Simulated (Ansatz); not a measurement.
Geometry optimisation, Ansatz, RHF/def2-SVP.

The input (input.yaml):

```yaml
crystal:
  periodic: [false, false, false]
  atoms:
    - { symbol: Hf, position_ang: [0.0, 0.0, 0.0] }
    - { symbol: O, position_ang: [0.0, 0.0, 2.07] }
    - { symbol: Si, position_ang: [-1.3147, -0.4067, 3.0336] }
    - { symbol: H, position_ang: [-2.239, -1.2403, 2.2704] }
    - { symbol: H, position_ang: [-0.8506, -1.1432, 4.2057] }
    - { symbol: H, position_ang: [-1.9987, 0.8095, 3.4633] }
    - { symbol: O, position_ang: [1.952, 0.0, -0.6893] }
    - { symbol: H, position_ang: [2.2684, -0.9521, -0.806] }
    - { symbol: F, position_ang: [-0.9326, 1.6157, -0.6593] }
    - { symbol: F, position_ang: [-0.9326, -1.6157, -0.6593] }
basis:
  gaussian: { orbitals: def2-SVP }
hamiltonian:
  xc: hf
relax:
  f_tol: 0.02
  max_steps: 40
```

Launched with:

```bash
$ ansatz run input.yaml --threads 4 --pin off --max-ram 5120MiB --backend cpu --events-out ev --progress --plain --runs-dir out
```

Where does it end, and by what steps?

The forces met the threshold. The force dipped under the threshold on the way, but the program's further checks kept it going. After 10 steps the energy has fallen by 1.163 eV; O2 moved furthest, 1.01 Å.

| step | energy less start (eV) | largest force component (eV/Å) | accepted |
| --- | --- | --- | --- |
| 0 | 0.0000 | 3.236 | yes |
| 1 | -0.6367 | 2.217 | yes |
| 2 | -0.8442 | 0.632 | yes |
| 3 | -0.9571 | 0.546 | yes |
| 4 | -1.0314 | 1.335 | yes |
| 5 | -1.1376 | 0.341 | yes |
| 6 | -1.1592 | 0.039 | yes |
| 7 | -1.1620 | 0.018 | yes |
| 8 | -1.1623 | 0.050 | yes |
| 9 | -1.1624 | 0.049 | yes |
| 10 | -1.1629 | 0.003 | yes |

```xyz
10
Properties=species:S:1:pos:R:3
Hf -0.148 -0.132 -0.266
O -0.822 -0.295 1.558
Si -1.360 -0.432 3.111
H -2.597 -1.241 3.145
H -0.327 -1.091 3.941
H -1.640 0.911 3.665
O 1.763 -0.332 -0.302
H 2.696 -0.431 -0.312
F -0.641 1.598 -0.955
F -0.973 -1.488 -1.356
```

Run time: 8.5 s on 4 threads of AMD EPYC 9R45 96-Core Processor (Zen 5) (shared host), peak memory 0.31 GiB.
